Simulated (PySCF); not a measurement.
## Computed properties of CH3F3Ti, SMILES [CH3][Ti]([F])([F])[F], multiplicity 1

Ti(F)3(Me) (CH₃F₃Ti), SMILES [CH3][Ti]([F])([F])[F], multiplicity 1. Geometry optimised at PBE0-D3(BJ)/def2-SVP. The spin state was assumed, not searched. The structure was generated by enumeration; whether it is a known compound was not checked. The values are those of a single conformer. All values are computed for the isolated molecule unless a solvent is named; none is compared with measurement here.

**Structure.** The optimised structure has C3v symmetry. All 18 harmonic modes at PBE0-D3(BJ)/def2-SVP (PySCF) are real, so it is a minimum. With heavy atoms numbered as in [Ti:1]([F:2])([F:3])([F:4])[CH3:5], the shortest bond between them is Ti1–F2 at 1.734 Å and the longest Ti1–C5 at 2.030 Å.

**Vibrations.** The strongest infrared lines (harmonic, unscaled, degenerate partners summed) lie at 842 cm⁻¹ (442 km/mol, F 58 %, Ti 40 %), 748 cm⁻¹ (100 km/mol, F 88 %, Ti 11 %), 568 cm⁻¹ (56 km/mol, C 54 %, Ti 23 %, H 19 %). The softest mode is at 102 cm⁻¹ and the zero-point energy is 26.3 kcal/mol.

**Electronic structure.** PBE0/def2-TZVP (PySCF) places the frontier levels at -8.84 and -2.36 eV, a gap of 6.48 eV, and gives a dipole moment of 1.52 D and a mean polarisability of 44.6 bohr³. PBE/def2-TZVP (PySCF) at the same geometry gives -7.32 and -3.46 eV, so its gap is 2.62 eV narrower. An orbital gap is neither the optical nor the fundamental gap.

**Excitations.** TDA-ωB97X/def2-SVPD (PySCF) has S1 at 4.20 eV (295 nm, f = 0.004, weak); the most intense of the 10 singlets computed lies at 7.27 eV (f = 0.25). Strengths of degenerate partners are summed. T1 (TDA) is at 3.80 eV, 0.40 eV under S1. TDA-PBE/def2-SVPD (PySCF) puts S1 at 3.92 eV. No vertical singlet excitation falls in the visible range (under 3.1 eV).

**NMR.** GIAO shifts at PBE0/pcSseg-1 (PySCF) (non-relativistic, atoms alike by connectivity averaged): ¹³C at 74.1 ppm against TMS; ¹H at 2.5 ppm against TMS; ¹⁹F at 308.6 ppm against CFCl3.
